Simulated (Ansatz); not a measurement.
`N[SiH](Br)CO`, relaxed with RKS PBE0-D4/def2-TZVP in Ansatz from a PBE-D4/def2-SVP geometry. The force threshold is 0.005 eV/Å; the program also tests the step.

Total charge 0; spin multiplicity 1.

Start:

```xyz
11

N     0.506   -1.686    0.227
Si   -0.406   -0.474   -0.599
Br   -2.483   -0.079    0.301
C     0.467    1.186   -0.291
O     0.458    1.452    1.111
H     0.867   -1.412    1.148
H     0.184   -2.657    0.241
H    -0.652   -0.905   -2.014
H     0.015    2.009   -0.898
H     1.530    1.102   -0.604
H    -0.484    1.464    1.379
```

| step | energy (eV) | largest force (eV/Å) | largest move (Å) |
| --- | --- | --- | --- |
| 1 | -82583.7090 | 0.668 | 0.000 |
| 2 | -82583.7605 | 0.217 | 0.043 |
| 3 | -82583.7688 | 0.086 | 0.033 |
| 4 | -82583.7701 | 0.045 | 0.019 |
| 5 | -82583.7708 | 0.024 | 0.011 |
| 6 | -82583.7710 | 0.017 | 0.013 |
| 7 | -82583.7711 | 0.007 | 0.006 |
| 8 | -82583.7711 | 0.005 | 0.002 |

End:

```xyz
11

N     0.472   -1.685    0.243
Si   -0.406   -0.474   -0.564
Br   -2.476   -0.123    0.280
C     0.456    1.174   -0.292
O     0.466    1.503    1.091
H     0.849   -1.473    1.154
H     0.205   -2.654    0.173
H    -0.621   -0.872   -1.973
H     0.003    1.968   -0.900
H     1.501    1.087   -0.601
H    -0.449    1.548    1.388
```

It took 16 s on 2 threads of an AMD EPYC 7R13 on a shared host and a share of an NVIDIA H100 80 GB, with 0.93 GiB of host memory at the peak.
